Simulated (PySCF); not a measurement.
## Computed vibrations of [Eu(NH3)3]3+

[Eu(NH3)3]3+ (singlet in the valence; each metal's 4f electrons, 6 of them, lie in its core potential, out of spins and levels). PySCF 2.14.0, RKS BP86, Eu lcecp-1-SVP with ECP52, N def2-SVP, H def2-SVP; non-relativistic Hamiltonian with scalar-relativistic core potentials where named; density fitting; no spin-orbit coupling. Central differences of gradients.

```xyz
13

Eu    0.0000    0.0000    0.1927
N     2.3349   -0.0004   -0.5537
H     3.0306   -0.2796    0.1789
H     2.5715   -0.6404   -1.3481
H     2.7072    0.9216   -0.8816
N    -1.1671    2.0222   -0.5537
H    -1.2732    2.7644    0.1789
H    -0.7312    2.5471   -1.3481
H    -2.1518    1.8837   -0.8816
N    -1.1677   -2.0219   -0.5537
H    -1.7574   -2.4848    0.1789
H    -1.8403   -1.9068   -1.3481
H    -0.5555   -2.8053   -0.8816
```

Run from Python with OMP_NUM_THREADS=2. Where DIIS fails, smearing, a level shift and second-order steps follow.
It took 2.8 min on 2 threads of Intel(R) Xeon(R) Platinum 8488C (Sapphire Rapids), with other jobs on the host.

What are the harmonic wavenumbers and infrared intensities?

Modes are labelled in C3; negative numbers are unstable modes, those under 60 cm⁻¹ near the noise; a finer grid moves soft modes by up to 10 cm⁻¹.
| cm⁻¹ | km/mol | symmetry |
| --- | --- | --- |
| -12 | – | e |
| -12 | – | e |
| 6 | 0.5 | a |
| 53 | 12.1 | a |
| 78 | 5.5 | e |
| 78 | 5.5 | e |
| 344 | 0.0 | a |
| 349 | 6.8 | e |
| 349 | 6.8 | e |
| 612 | 0.5 | a |
| 628 | 28.4 | e |
| 628 | 28.4 | e |
| 656 | 161.6 | a |
| 658 | 64.9 | e |
| 658 | 64.9 | e |
| 1365 | 148.7 | e |
| 1365 | 148.7 | e |
| 1370 | 25.1 | a |
| 1557 | 73.3 | a |
| 1559 | 55.5 | e |
| 1559 | 55.5 | e |
| 1561 | 19.9 | e |
| 1561 | 19.9 | e |
| 1562 | 56.7 | a |
| 3222 | 346.2 | e |
| 3222 | 346.2 | e |
| 3231 | 11.0 | a |
| 3285 | 27.2 | e |
| 3285 | 27.2 | e |
| 3286 | 392.4 | a |
| 3293 | 34.0 | a |
| 3296 | 199.3 | e |
| 3296 | 199.3 | e |

Is this a minimum?

Yes, within the noise of the softest modes. 

An lcecp potential fixes the number of 4f electrons, so in runs with it no electron can move into or out of that shell.
